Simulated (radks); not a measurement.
Pd+, configuration [Kr] 4d8.5 5p0.5 (fractional occupations, a model configuration).

Calculated with a radial shooting solver on a logarithmic mesh with Libxc functionals: Dirac Kohn-Sham, PBEsol, spin-unpolarised, spherical densities, point nucleus; open shells fill j = l - 1/2 first.

Energy parts (hartree):
| part | energy |
|---|---|
| total | -5043.99110 |
| kinetic | 5268.23067 |
| electron-nucleus | -12207.08920 |
| Hartree | 2036.12358 |
| exchange-correlation | -141.25615 |

Orbitals (lengths in bohr, moments of r in powers of bohr; r(90%) holds 90 % of the orbital's charge):
orbital  occ.  eigenvalue (hartree)  r(90%)      <r^4>  small-component weight
1s1/2       2             -887.6081  0.0572  4.889e-06                2.83e-02
2s1/2       2             -130.0154   0.214  0.0008748                5.91e-03
2p1/2       2             -120.6529   0.192  0.0005717                5.92e-03
2p3/2       4             -114.8002   0.199  0.0006550                5.69e-03
3s1/2       2             -23.86046   0.559    0.04174                1.65e-03
3p1/2       2             -20.16578   0.560    0.04165                1.59e-03
3p3/2       4             -19.14555   0.576    0.04647                1.53e-03
3d3/2       4             -12.59842   0.564    0.04310                1.41e-03
3d5/2       6             -12.39491   0.569    0.04462                1.40e-03
4s1/2       2              -3.64939    1.37      1.542                4.11e-04
4p1/2       2              -2.50490    1.50      2.222                3.55e-04
4p3/2       4              -2.33954    1.55      2.516                3.37e-04
4d3/2       4              -0.63255    2.26      11.97                1.97e-04
4d5/2     4.5              -0.61416    2.30      12.73                1.92e-04
5p1/2     0.5              -0.26599    5.39      355.5                2.99e-05
5p3/2       0              -0.25572    5.55      400.0                2.81e-05

The highest occupied level is 5p1/2 at -7.238 eV. Summed over all electrons, <r^2> = 40.74 bohr^2, which gives a Langevin (diamagnetic) susceptibility term of -32.3 x 10^-6 cm^3/mol.
